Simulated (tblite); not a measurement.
Record of a relaxation.

Compound: C₆H₈BFO₂.
Bonds: C1–C2, C2–O3, O3–C4, C4–C5 (aromatic), C5–C6 (aromatic), C6–O7 (aromatic), O7–C8 (aromatic), C8–B9, B9–F10, C4–C8 (aromatic). Hydrogens: H11, H12, H13 on C1; H14, H15 on C2; H16 on C5; H17 on C6; H18 on B9.

Computed with GFN2-xTB (tblite), gas phase: L-BFGS steps from a force-field or distance-geometry start until the largest atomic force falls under 0.01 eV/Å. 8 of its 99 geometries are shown.

Step 0: E = -844.2105 eV, largest atomic force 3.277 eV/Å
```
atom  x, y, z in Å  |  force x, y, z in eV/Å
C1      2.500   -0.036   -0.489    0.870  -0.210  -0.821
C2      1.700    0.974    0.316    1.584   0.226   1.237
O3      0.347    0.983    0.059   -1.458   0.861  -0.490
C4     -0.551   -0.040    0.183    1.084   0.545   0.461
C5     -0.385   -1.347    0.618   -0.106  -1.515   0.302
C6     -1.639   -1.964    0.550    2.563   0.275   0.490
O7     -2.485   -1.063    0.116   -2.422  -1.479  -0.367
C8     -1.902    0.088   -0.107    0.524   1.879  -0.774
B9     -2.562    1.400   -0.631   -1.859  -0.169  -1.527
F10    -3.322    1.418   -1.858    1.681  -0.001   2.813
H11     3.014    0.514   -1.319   -0.598  -0.762   0.394
H12     3.322   -0.499    0.098   -0.785   0.113  -0.295
H13     1.803   -0.796   -0.893    0.726   0.338   0.150
H14     1.947    0.857    1.419   -0.538  -0.081  -0.709
H15     2.108    1.989    0.047   -0.836  -0.567   0.252
H16     0.530   -1.806    0.939   -0.030  -0.044   0.022
H17    -1.831   -2.999    0.827   -0.526   0.710  -0.266
H18    -2.602    2.333    0.114    0.126  -0.120  -0.873
```

Step 14: E = -845.0801 eV, largest atomic force 0.570 eV/Å
```
atom  x, y, z in Å  |  force x, y, z in eV/Å
C1      2.460   -0.039   -0.518    0.147  -0.086  -0.034
C2      1.674    0.939    0.341   -0.046   0.136   0.182
O3      0.320    1.067   -0.019   -0.118   0.021   0.113
C4     -0.506    0.029    0.226    0.041  -0.127  -0.318
C5     -0.284   -1.314    0.636    0.092   0.104   0.174
C6     -1.509   -1.917    0.508    0.106  -0.118   0.178
O7     -2.432   -1.078    0.037    0.183  -0.219   0.075
C8     -1.841    0.137   -0.132    0.040  -0.035   0.113
B9     -2.566    1.393   -0.618   -0.495   0.037  -0.138
F10    -3.461    1.266   -1.584   -0.087   0.098   0.110
H11     2.923    0.436   -1.371   -0.033   0.162  -0.140
H12     3.239   -0.472    0.091    0.274  -0.184   0.051
H13     1.822   -0.834   -0.883   -0.109  -0.081  -0.014
H14     1.733    0.649    1.393    0.058  -0.063   0.167
H15     2.056    1.955    0.240    0.165   0.053   0.024
H16     0.633   -1.750    1.023   -0.495   0.154  -0.237
H17    -1.825   -2.919    0.757    0.069   0.205  -0.116
H18    -2.445    2.459   -0.137    0.207  -0.059  -0.190
```

Step 28: E = -845.3367 eV, largest atomic force 0.221 eV/Å
```
atom  x, y, z in Å  |  force x, y, z in eV/Å
C1      2.443   -0.051   -0.510   -0.019   0.027   0.052
C2      1.685    0.855    0.469    0.058   0.013  -0.037
O3      0.352    1.128    0.051    0.100   0.064   0.078
C4     -0.514    0.110    0.167    0.119   0.056  -0.043
C5     -0.256   -1.199    0.631   -0.062  -0.041   0.001
C6     -1.435   -1.865    0.496   -0.118   0.006  -0.016
O7     -2.384   -1.089   -0.002   -0.148   0.091   0.010
C8     -1.859    0.161   -0.204    0.047  -0.006  -0.120
B9     -2.648    1.357   -0.726   -0.160   0.007   0.066
F10    -3.903    1.234   -1.142    0.200  -0.051   0.079
H11     2.753    0.501   -1.395   -0.065   0.008   0.081
H12     3.325   -0.470   -0.030   -0.002   0.101   0.001
H13     1.810   -0.876   -0.831    0.016   0.040  -0.023
H14     1.667    0.420    1.480    0.040   0.000  -0.135
H15     2.167    1.835    0.527   -0.030  -0.027  -0.013
H16     0.658   -1.598    1.008    0.097  -0.107   0.085
H17    -1.688   -2.878    0.723   -0.078  -0.180   0.034
H18    -2.182    2.432   -0.723    0.006  -0.003  -0.101
```

Step 42: E = -845.3780 eV, largest atomic force 0.136 eV/Å
```
atom  x, y, z in Å  |  force x, y, z in eV/Å
C1      2.463   -0.009   -0.521    0.013   0.001  -0.004
C2      1.714    0.848    0.496    0.014  -0.010   0.003
O3      0.376    1.112    0.104   -0.016  -0.045   0.019
C4     -0.486    0.083    0.172   -0.018  -0.004   0.001
C5     -0.284   -1.239    0.642   -0.013   0.006  -0.003
C6     -1.490   -1.864    0.493   -0.009   0.043   0.053
O7     -2.403   -1.049   -0.008   -0.035  -0.031  -0.018
C8     -1.823    0.174   -0.225   -0.034  -0.031   0.009
B9     -2.634    1.351   -0.757    0.106   0.037   0.076
F10    -3.930    1.202   -0.966   -0.043  -0.002  -0.055
H11     2.692    0.570   -1.411   -0.018   0.000  -0.001
H12     3.388   -0.374   -0.085    0.036   0.021  -0.023
H13     1.852   -0.859   -0.815    0.043  -0.015  -0.009
H14     1.726    0.376    1.486   -0.013  -0.027  -0.016
H15     2.181    1.832    0.578   -0.018   0.027   0.010
H16     0.605   -1.683    1.040    0.008   0.024  -0.008
H17    -1.789   -2.870    0.725    0.002   0.024  -0.019
H18    -2.165    2.405   -0.961   -0.005  -0.019  -0.016
```

Step 56: E = -845.3944 eV, largest atomic force 0.101 eV/Å
```
atom  x, y, z in Å  |  force x, y, z in eV/Å
C1      2.509    0.037   -0.552   -0.027   0.011  -0.009
C2      1.715    0.815    0.493   -0.018   0.017   0.040
O3      0.371    1.066    0.113   -0.024  -0.034  -0.023
C4     -0.509    0.056    0.201   -0.016  -0.043  -0.030
C5     -0.327   -1.269    0.666   -0.014  -0.016   0.020
C6     -1.548   -1.868    0.536   -0.027  -0.005   0.034
O7     -2.454   -1.036    0.050    0.050   0.029  -0.066
C8     -1.850    0.172   -0.179    0.021   0.042  -0.001
B9     -2.610    1.357   -0.763   -0.062  -0.006  -0.023
F10    -3.900    1.233   -1.045    0.098   0.015   0.021
H11     2.614    0.629   -1.457    0.015   0.006  -0.017
H12     3.496   -0.192   -0.155   -0.029   0.022  -0.056
H13     2.006   -0.890   -0.811   -0.004  -0.026   0.032
H14     1.746    0.294    1.458   -0.033  -0.010   0.024
H15     2.143    1.811    0.620    0.041   0.014   0.031
H16     0.560   -1.725    1.057   -0.004   0.008  -0.044
H17    -1.870   -2.870    0.748    0.038  -0.013   0.053
H18    -2.101    2.387   -0.991   -0.007  -0.009   0.014
```

Step 70: E = -845.4014 eV, largest atomic force 0.015 eV/Å
```
atom  x, y, z in Å  |  force x, y, z in eV/Å
C1      2.510    0.060   -0.562    0.002  -0.003  -0.006
C2      1.709    0.795    0.507    0.009  -0.002  -0.004
O3      0.373    1.052    0.106    0.005   0.002   0.005
C4     -0.508    0.043    0.188    0.000   0.002   0.009
C5     -0.335   -1.277    0.671   -0.003  -0.003   0.003
C6     -1.562   -1.866    0.557   -0.001   0.001  -0.010
O7     -2.460   -1.034    0.053   -0.007  -0.006  -0.005
C8     -1.846    0.166   -0.193   -0.003  -0.008  -0.008
B9     -2.591    1.359   -0.781   -0.004   0.002   0.007
F10    -3.880    1.257   -1.060   -0.006  -0.007  -0.005
H11     2.534    0.647   -1.477   -0.010   0.000   0.002
H12     3.528   -0.096   -0.216   -0.006   0.006   0.000
H13     2.061   -0.905   -0.785   -0.002   0.000   0.003
H14     1.720    0.236    1.451    0.007   0.008   0.006
H15     2.138    1.786    0.683    0.003  -0.001  -0.005
H16     0.554   -1.739    1.048    0.005   0.000   0.004
H17    -1.886   -2.860    0.803   -0.003   0.006   0.000
H18    -2.068    2.382   -1.004    0.014   0.003   0.003
```

Step 84: E = -845.4021 eV, largest atomic force 0.021 eV/Å
```
atom  x, y, z in Å  |  force x, y, z in eV/Å
C1      2.502    0.059   -0.566   -0.008   0.003   0.012
C2      1.712    0.799    0.509   -0.014   0.002  -0.001
O3      0.370    1.053    0.122   -0.005  -0.002  -0.013
C4     -0.508    0.040    0.195    0.002  -0.005  -0.006
C5     -0.338   -1.280    0.676    0.003   0.001   0.008
C6     -1.564   -1.870    0.552    0.006  -0.001  -0.003
O7     -2.458   -1.040    0.040    0.009  -0.001  -0.009
C8     -1.843    0.161   -0.199   -0.001   0.008   0.019
B9     -2.583    1.359   -0.782    0.003   0.005   0.009
F10    -3.867    1.257   -1.083   -0.001   0.007  -0.007
H11     2.509    0.639   -1.485   -0.006  -0.009   0.010
H12     3.525   -0.086   -0.230   -0.001   0.003  -0.009
H13     2.058   -0.911   -0.774   -0.003   0.007   0.003
H14     1.732    0.248    1.457    0.017   0.002  -0.010
H15     2.139    1.792    0.671    0.003  -0.014   0.004
H16     0.549   -1.741    1.059    0.002   0.000   0.009
H17    -1.890   -2.862    0.801    0.002   0.000  -0.009
H18    -2.057    2.388   -0.974   -0.008  -0.005  -0.010
```

Step 98: E = -845.4030 eV, largest atomic force 0.010 eV/Å
```
atom  x, y, z in Å  |  force x, y, z in eV/Å
C1      2.480    0.056   -0.570   -0.001  -0.002  -0.002
C2      1.714    0.801    0.518    0.001  -0.001   0.000
O3      0.368    1.061    0.154    0.000   0.001   0.000
C4     -0.506    0.044    0.212   -0.003   0.005   0.006
C5     -0.336   -1.278    0.691    0.002   0.003  -0.001
C6     -1.556   -1.875    0.539    0.002   0.001   0.004
O7     -2.446   -1.046    0.019    0.001  -0.001   0.002
C8     -1.836    0.161   -0.201   -0.002   0.001  -0.002
B9     -2.570    1.361   -0.786   -0.002   0.003  -0.001
F10    -3.852    1.263   -1.099    0.003  -0.004  -0.004
H11     2.442    0.620   -1.499    0.001   0.002   0.001
H12     3.518   -0.064   -0.271   -0.001   0.001   0.000
H13     2.048   -0.926   -0.746   -0.006  -0.002   0.002
H14     1.752    0.251    1.466    0.005  -0.004   0.002
H15     2.150    1.791    0.671   -0.001   0.002   0.001
H16     0.545   -1.732    1.093    0.000  -0.007  -0.007
H17    -1.880   -2.872    0.771    0.001   0.000   0.002
H18    -2.041    2.388   -0.975   -0.001   0.002  -0.003
```

Question: Summarise the path.

Answer: The energy falls by 115.06 kJ/mol from step 0 to step 98; nine tenths of that is first reached at step 23. It falls at every step. The largest force goes from 3.277 to 0.010 eV/Å. Among the bonds B9–F10 changes most, from 1.443 to 1.323 Å; the atoms move by 0.489 Å rms after alignment.

Question: Follow the three bonds and two angles with the largest change from start to end.

Answer: 
| step | E above end (kJ/mol) | largest force (eV/Å) | B9–F10 (Å) | O7–C8 (Å) | C2–O3 (Å) | O7–C6–H17 (°) | C2–O3–C4 (°) |
| --- | --- | --- | --- | --- | --- | --- | --- |
| 0 | 115.06 | 3.277 | 1.443 | 1.310 | 1.377 | 128.7 | 128.6 |
| 4 | 47.65 | 0.553 | 1.317 | 1.360 | 1.425 | 119.5 | 124.2 |
| 9 | 39.85 | 0.244 | 1.317 | 1.363 | 1.416 | 115.4 | 121.9 |
| 13 | 33.95 | 0.542 | 1.321 | 1.362 | 1.409 | 116.9 | 119.6 |
| 17 | 22.38 | 0.446 | 1.320 | 1.364 | 1.412 | 118.1 | 115.3 |
| 21 | 14.64 | 0.295 | 1.319 | 1.366 | 1.419 | 117.4 | 115.6 |
| 26 | 8.10 | 0.289 | 1.326 | 1.370 | 1.422 | 118.2 | 115.5 |
| 30 | 5.51 | 0.190 | 1.326 | 1.373 | 1.422 | 118.0 | 115.8 |
| 34 | 4.09 | 0.159 | 1.322 | 1.373 | 1.419 | 118.8 | 115.7 |
| 38 | 2.88 | 0.115 | 1.325 | 1.369 | 1.419 | 117.4 | 116.5 |
| 43 | 2.31 | 0.082 | 1.323 | 1.370 | 1.419 | 117.7 | 116.9 |
| 47 | 2.00 | 0.066 | 1.324 | 1.370 | 1.420 | 117.7 | 117.6 |
| 51 | 1.49 | 0.093 | 1.322 | 1.370 | 1.420 | 117.9 | 118.0 |
| 55 | 0.97 | 0.101 | 1.326 | 1.370 | 1.419 | 116.9 | 118.0 |
| 60 | 0.47 | 0.066 | 1.322 | 1.370 | 1.419 | 117.8 | 118.0 |
| 64 | 0.28 | 0.061 | 1.324 | 1.370 | 1.419 | 117.6 | 117.7 |
| 68 | 0.16 | 0.026 | 1.323 | 1.370 | 1.419 | 117.7 | 117.7 |
| 72 | 0.14 | 0.018 | 1.323 | 1.370 | 1.419 | 117.7 | 117.7 |
| 77 | 0.12 | 0.022 | 1.323 | 1.370 | 1.419 | 117.6 | 117.9 |
| 81 | 0.11 | 0.021 | 1.324 | 1.370 | 1.419 | 117.6 | 117.8 |
| 85 | 0.08 | 0.025 | 1.323 | 1.370 | 1.419 | 117.7 | 118.0 |
| 89 | 0.02 | 0.017 | 1.324 | 1.370 | 1.418 | 117.7 | 117.9 |
| 94 | 0.01 | 0.010 | 1.323 | 1.370 | 1.419 | 117.6 | 118.0 |
| 98 | 0.00 | 0.010 | 1.323 | 1.370 | 1.419 | 117.6 | 117.9 |

The cost below is that of the whole relaxation. The run took 1.2 s on one thread, Arm Neoverse N1 (aarch64), shared host.
